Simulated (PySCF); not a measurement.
Electron correlation in As²⁺ (arsenic, charge +2)

[Ar] 3d10 4s2 4d1, 2D determinant (an excited configuration). Calculation: PySCF 2.14, in x2c-QZVPPall with one added diffuse shell each of s, p, d, f type (12s9p6d5f1g, 113 functions); the spin-free X2C one-electron Hamiltonian (Gaussian nucleus). Frozen: [Ar] 3d10; 3 electrons correlated.

MP2 pair energies summed by pair of shells (mhartree):

```csv
pair,energy,share (%)
4s-4s,-31.66,56.5
4s-4d,-24.36,43.5
```

Total MP2 correlation energy: -56.02 mhartree.

Same-spin part -5.63 and opposite-spin part -50.38 mhartree; SCS-MP2 scales them by 1/3 and 6/5 to -62.34 mhartree.
